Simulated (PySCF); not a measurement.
**Two-component Hartree-Fock for Yb(38+) (ytterbium, charge +38)**

Start: [Ar] 3d10 4s2 4p2; 4p1/2 filled at m_j = -1/2, +1/2. Calculated with PySCF 2.14 in an uncontracted even-tempered set (16 s from 4.3 bohr⁻², ratio 2.8; 13 p from 5.6 bohr⁻², ratio 2.8; 8 d from 10 bohr⁻², ratio 2.8; 4 f from 25 bohr⁻², ratio 3): generalised Hartree-Fock with the X2C-1e Hamiltonian and a Gaussian nucleus; one run each with spin-orbit coupling (SO) switched off, then screened by Boettger's factors.

```json
{"spinor shell": "1s1/2", "electrons": "2", "ε, spin-free (eV)": "-63358.6", "ε, screened SO (eV)": "-63338.5", "weight of nominal j (screened SO)": "1.000", "rms radius, screened SO (bohr)": "0.0223"}
{"spinor shell": "2s1/2", "electrons": "2", "ε, spin-free (eV)": "-12265.6", "ε, screened SO (eV)": "-12257.2", "weight of nominal j (screened SO)": "1.000", "rms radius, screened SO (bohr)": "0.0900"}
{"spinor shell": "2p1/2", "electrons": "2", "ε, spin-free (eV)": "-11011.9", "ε, screened SO (eV)": "-11756.3", "weight of nominal j (screened SO)": "1.000", "rms radius, screened SO (bohr)": "0.0767"}
{"spinor shell": "3s1/2", "electrons": "2", "ε, spin-free (eV)": "-4052.2", "ε, screened SO (eV)": "-4047.7", "weight of nominal j (screened SO)": "1.000", "rms radius, screened SO (bohr)": "0.228"}
{"spinor shell": "3p1/2", "electrons": "2", "ε, spin-free (eV)": "-3664.0", "ε, screened SO (eV)": "-3830.8", "weight of nominal j (screened SO)": "1.000", "rms radius, screened SO (bohr)": "0.219"}
{"spinor shell": "3p3/2", "electrons": "4", "ε, spin-free (eV)": "-3664.0", "ε, screened SO (eV)": "-3589.5", "weight of nominal j (screened SO)": "1.000", "rms radius, screened SO (bohr)": "0.233"}
{"spinor shell": "3d3/2", "electrons": "4", "ε, spin-free (eV)": "-3204.3", "ε, screened SO (eV)": "-3232.2", "weight of nominal j (screened SO)": "1.000", "rms radius, screened SO (bohr)": "0.205"}
{"spinor shell": "3d5/2", "electrons": "6", "ε, spin-free (eV)": "-3204.3", "ε, screened SO (eV)": "-3179.5", "weight of nominal j (screened SO)": "1.000", "rms radius, screened SO (bohr)": "0.208"}
{"spinor shell": "4s1/2", "electrons": "2", "ε, spin-free (eV)": "-1866.8", "ε, screened SO (eV)": "-1865.1", "weight of nominal j (screened SO)": "1.000", "rms radius, screened SO (bohr)": "0.483"}
{"spinor shell": "4p1/2", "electrons": "2", "ε, spin-free (eV)": "-1739.5", "ε, screened SO (eV)": "-1784.2", "weight of nominal j (screened SO)": "1.000", "rms radius, screened SO (bohr)": "0.474"}
```

**Question.** Where does 2p3/2 lie, and what is the 2p spin-orbit splitting (screened SO)?

**Answer.** At -10698.0 eV, 1058.2 eV above 2p1/2.

```json
{"quantity": "E (hartree)", "spin-free": "-13167.34480", "screened SO": "-13183.56809"}
{"quantity": "M_J", "spin-free": "0", "screened SO": "0"}
{"quantity": "⟨J²⟩", "spin-free": "2.001", "screened SO": "0.000"}
{"quantity": "⟨L²⟩", "spin-free": "2.001", "screened SO": "1.367"}
{"quantity": "⟨S²⟩", "spin-free": "2.000", "screened SO": "1.367"}
```

Breit and QED terms are absent; they matter most for the inner s and p1/2 levels.

Densities and radii are taken from the X2C orbitals without a picture-change correction, which distorts them close to the nucleus.

Without spin-orbit coupling the j labels of p, d and f shells carry no meaning; the spin-free column gives the mean over the occupied spinors of each nl shell.
